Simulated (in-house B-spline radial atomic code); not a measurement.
Ti⁷⁺. Computed with a B-spline radial atomic code. Model: all-electron spherical atom, spin shells full or empty, radial basis limit, no spin-orbit coupling, Breit or QED, empty-state partial waves extrapolated as (l+1/2)^-4, RPA, G0W0 and static COHSEX of the highest shell as one setting changes (uncorrelated shells keep exact exchange).

Given: element Ti; charge 7; filled core Ne; hamiltonian one-electron scalar X2C; mean-field start LDA VWN5; highest l of empty states 9; nuclear rms radius 3.5921 fm; highest mean-field shell 3p up.

Shell: 3s 1 1, 3p 3 0 (electrons up and down).

| lowest nl shells left uncorrelated | RPA correlation energy (hartree) | G0W0 level (eV) | G0W0 minus most complete (meV) | COHSEX level (eV) | linearised minus solved G0W0 (meV) |
| --- | --- | --- | --- | --- | --- |
| 0 | -0.99075 | -169.21 | 0 | -172.8 | -23.8 |
| 1 | ? | ? | ? | ? | ? |
| 2 | ? | ? | ? | ? | ? |
| 3 | -0.28613 | -168.99 | 223.7 | -172.4 | -23.4 |
| 4 | -0.1065 | -169.9 | -688.5 | -172.29 | 10.8 |

Question: What follows for lowest nl shells left uncorrelated = 1?

Answer: RPA correlation energy -0.85093 hartree; G0W0 level -169.2 eV; G0W0 minus most complete 12.5 meV; COHSEX level -172.8 eV; linearised minus solved G0W0 -23.7 meV.

Question: What follows for lowest nl shells left uncorrelated = 2?

Answer: RPA correlation energy -0.69759 hartree; G0W0 level -169.18 eV; G0W0 minus most complete 35.9 meV; COHSEX level -172.78 eV; linearised minus solved G0W0 -23.7 meV.
